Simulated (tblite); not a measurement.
Compound: C₆H₇ClSeSi.
Atom-mapped SMILES: `[SiH3:1][Se:2][C:3]1=[CH:4][CH:5]=[CH:6]/[C:7]1=[CH:8]/[Cl:9]` (hydrogens: H10, H11, H12 on Si1; H13 on C4; H14 on C5; H15 on C6; H16 on C8)

Computed with GFN2-xTB (tblite), gas phase: L-BFGS steps from a force-field or distance-geometry start until the largest atomic force falls under 0.01 eV/Å.

Step 23: E = -703.0910 eV
```
atom  x, y, z in Å  |  force x, y, z in eV/Å
Si1     3.1936    0.0989   -0.0538   -0.024  -0.019  -0.002
Se2     1.3665    1.4511   -0.2691    0.020  -0.012   0.014
C3     -0.0851    0.2319   -0.2823   -0.001   0.016   0.005
C4     -0.1210   -1.0237   -0.7944    0.008   0.026   0.009
C5     -1.4298   -1.5876   -0.5567    0.018   0.015  -0.001
C6     -2.1925   -0.6846    0.0912    0.001  -0.038  -0.008
C7     -1.4040    0.5202    0.2950   -0.016  -0.005   0.008
C8     -1.8701    1.6211    0.9014    0.014   0.009  -0.003
Cl9    -0.9858    3.0530    1.0986   -0.009   0.031   0.003
H10     3.8338    0.5212    1.1893    0.029  -0.008  -0.027
H11     2.7564   -1.2880    0.0267   -0.002   0.017   0.012
H12     4.0593    0.3312   -1.2052   -0.011  -0.010   0.001
H13     0.6784   -1.5347   -1.3006   -0.015   0.003   0.013
H14    -1.7220   -2.5759   -0.8630    0.017   0.007  -0.009
H15    -3.2124   -0.7802    0.4070   -0.033  -0.030  -0.006
H16    -2.8728    1.6551    1.3046    0.006  -0.001  -0.010
```

Step 24: E = -703.0913 eV
```
atom  x, y, z in Å  |  force x, y, z in eV/Å
Si1     3.1936    0.0991   -0.0541   -0.015  -0.024  -0.001
Se2     1.3665    1.4502   -0.2662    0.024   0.009   0.015
C3     -0.0848    0.2321   -0.2818   -0.016   0.027   0.016
C4     -0.1202   -1.0232   -0.7940    0.013   0.033   0.010
C5     -1.4285   -1.5871   -0.5574    0.006   0.010   0.004
C6     -2.1919   -0.6852    0.0909   -0.005  -0.020   0.001
C7     -1.4042    0.5202    0.2951   -0.020   0.002   0.014
C8     -1.8717    1.6209    0.9013    0.018   0.020  -0.001
Cl9    -0.9877    3.0545    1.0973   -0.022   0.008   0.001
H10     3.8367    0.5192    1.1883    0.028  -0.004  -0.031
H11     2.7554   -1.2870    0.0283   -0.005   0.007   0.012
H12     4.0567    0.3280   -1.2082   -0.011  -0.008   0.005
H13     0.6803   -1.5326   -1.2990   -0.006  -0.010   0.002
H14    -1.7209   -2.5747   -0.8640    0.014  -0.013  -0.015
H15    -3.2118   -0.7802    0.4070   -0.031  -0.035  -0.010
H16    -2.8749    1.6549    1.3050    0.028  -0.004  -0.020
```

Step 25: E = -703.0917 eV
```
atom  x, y, z in Å  |  force x, y, z in eV/Å
Si1     3.1932    0.0987   -0.0545    0.001  -0.022  -0.001
Se2     1.3669    1.4491   -0.2619    0.022   0.038   0.016
C3     -0.0845    0.2329   -0.2809   -0.029   0.036   0.027
C4     -0.1189   -1.0219   -0.7933    0.013   0.033   0.010
C5     -1.4267   -1.5863   -0.5583   -0.009   0.001   0.008
C6     -2.1912   -0.6862    0.0907   -0.015   0.008   0.013
C7     -1.4047    0.5202    0.2956   -0.019   0.009   0.019
C8     -1.8735    1.6209    0.9011    0.017   0.027   0.001
Cl9    -0.9909    3.0569    1.0957   -0.031  -0.016  -0.003
H10     3.8411    0.5164    1.1863    0.027   0.001  -0.035
H11     2.7538   -1.2857    0.0307   -0.011  -0.014   0.013
H12     4.0529    0.3236   -1.2122   -0.012  -0.005   0.008
H13     0.6825   -1.5302   -1.2968    0.005  -0.021  -0.009
H14    -1.7190   -2.5731   -0.8656    0.013  -0.031  -0.021
H15    -3.2114   -0.7809    0.4068   -0.020  -0.041  -0.017
H16    -2.8772    1.6544    1.3051    0.046  -0.004  -0.028
```

Task: Estimate the geometry and energy of step 26. (The exact step hangs on the optimiser's Hessian estimate; all steps are aligned on step 25, rigid shifts and turns removed.)

Result: E = -703.0924 eV, largest force 0.081 eV/Å
```
atom  x, y, z in Å  |  force x, y, z in eV/Å
Si1     3.1925    0.0977   -0.0553    0.025  -0.017  -0.002
Se2     1.3680    1.4482   -0.2538    0.013   0.078   0.019
C3     -0.0843    0.2349   -0.2787   -0.035   0.039   0.036
C4     -0.1165   -1.0192   -0.7919    0.007   0.025   0.008
C5     -1.4236   -1.5849   -0.5596   -0.027  -0.013   0.012
C6     -2.1901   -0.6876    0.0905   -0.026   0.043   0.026
C7     -1.4056    0.5205    0.2967   -0.012   0.015   0.020
C8     -1.8761    1.6215    0.9007    0.010   0.029   0.002
Cl9    -0.9973    3.0612    1.0930   -0.034  -0.041  -0.008
H10     3.8489    0.5120    1.1820    0.028   0.009  -0.036
H11     2.7509   -1.2840    0.0350   -0.021  -0.048   0.015
H12     4.0459    0.3159   -1.2189   -0.010  -0.001   0.009
H13     0.6864   -1.5267   -1.2932    0.013  -0.026  -0.018
H14    -1.7155   -2.5709   -0.8688    0.015  -0.044  -0.025
H15    -3.2111   -0.7826    0.4061   -0.001  -0.045  -0.026
H16    -2.8802    1.6532    1.3047    0.055  -0.003  -0.031
```

The energy changes by -0.0007 eV. The first-order estimate −F·Δx gives -0.0009 eV and the mean of the old and new forces, exact on a quadratic surface, -0.0007 eV. The step makes an angle of 75° with the force vector and moves no atom by more than 0.012 Å.

What follows is the cost of the whole relaxation. Time: 1.3 s of wall time. Hardware: one thread of an Arm Neoverse V1, no GPU, shared host with 32 logical CPUs at a one-minute load of 28.
